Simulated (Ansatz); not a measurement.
Consider the atomization: `COBF` → B• + C• + F• + 4 H• + O•.

Computed with Ansatz on PBE0-D4/def2-TZVP structures; ΔE is electronic, products minus reactants. CBS: MP2 limit from def2 TZ/QZ plus the TZ coupled-cluster correction, frozen cores. This one scheme is used for every species, atoms too. DFT in def2-TZVPP. HSE06 is defined as in plane-wave codes. No spin–orbit coupling; open shells (•) take unrestricted orbitals. Spin–orbit coupling would lower the free atoms: a little for B, C, F, O. Each species was taken in one conformer, which may not be the lowest.

`COBF`:

```xyz
8

C    -0.633    0.311    0.820
O    -0.468   -0.388   -0.397
B     0.708   -0.422   -1.037
F     0.770   -1.102   -2.172
H     0.297    0.788    1.140
H    -0.962   -0.391    1.588
H    -1.402    1.074    0.688
H     1.690    0.131   -0.629
```

```tsv
level	ΔE (kJ/mol)	difference from CCSD(T)/CBS
r2SCAN-D4	3281.6	18.6
ωB97M-V	3278.5	15.5
PBE-QIDH	3247.4	-15.6
PBE	3325.1	62.1
PBE0	3258.0	-5.0
r2SCAN0	3220.6	-42.4
HSE06	3261.5	-1.5
LC-ωPBE	3268.9	5.9
HF/def2-SVP	2497.9	-765.1
CCSD/def2-SVP	3105.4	-157.6
CCSD(T)/CBS	3263.0	0
```

Largest T1 diagnostic among the species: 0.014.

Leaving LDA and LC-ωPBE aside and taking each functional with its dispersion term where it has one, the values, not all of them listed here, spread over 165.5 kJ/mol, from BHLYP-D4 to PBE-D4. LDA lies +421.6 kJ/mol from PBE without D4, its usual overbinding. From PBE to PBE0 (25 % exact exchange), in def2-TZVPP and without D4, ΔE moves by −67.1 kJ/mol: exact exchange takes away binding that semilocal exchange gives to molecules. At CCSD(T), def2-SVP lies −130.7 kJ/mol from the extrapolated value and def2-TZVPP −73.7 kJ/mol: correlation converges slowly with the basis, and small sets miss more of it in the bonded molecule than in its fragments.

For atomizations the MP2-based limit and the directly extrapolated one differ by several kJ/mol either way, and by 10 to 25 for some Ge, Se and Sn compounds, so smaller differences from it don't rank the levels.
